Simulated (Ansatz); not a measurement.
Isomers of AlSi₆ (doublet), relaxed with B3LYP-D4/def2-SVP; total energies from Ansatz at ωB97X-V/def2-TZVP.

| isomer | description | energy (Eh) |
| --- | --- | --- |
| A | point group not assigned; 6 × Si–Si 2.21 to 2.66 Å; 4 × Al–Si 2.43 to 2.62 Å | -1978.95630 |
| B | point group Cs; 7 × Si–Si 2.27 to 2.51 Å; 4 × Al–Si 2.38 to 2.68 Å | -1978.98410 |
| C | point group Cs; 5 × Si–Si 2.28 to 2.57 Å; 2 × Al–Si 2.43 Å | -1979.00964 |
| D | point group Cs; 6 × Si–Si 2.19 to 2.40 Å; 3 × Al–Si 2.44 to 2.56 Å | -1978.96832 |
| E | point group not assigned; 9 × Si–Si 2.38 to 2.62 Å; 4 × Al–Si 2.45 to 2.71 Å | -1979.01530 |

The isomers come from a short search, and lower ones may exist.

Question: Work out the relative energies (1 Eh = 2625.5 kJ/mol) and the Boltzmann populations at 298 K from electronic energies alone (R = 8.314 J/mol/K).

Answer: ΔE: A 154.9, B 81.9, C 14.9, D 123.3, E 0.0 kJ/mol. RT = 2.48 kJ/mol. Factors exp(−ΔE/RT): A 7.48e-28, B 4.55e-15, C 0.00246, D 2.56e-22, E 1; sum 1.002. Populations: A 0.0 %, B 0.0 %, C 0.2 %, D 0.0 %, E 99.8 %. Zero-point energy, vibrational entropy and symmetry numbers are left out and can shift these; an error of 4 kJ/mol changes a ratio by a factor of 5.0. Over the other density-functional and correlated levels in def2 sets, the gap between E and C ranges from 7 to 25 kJ/mol.
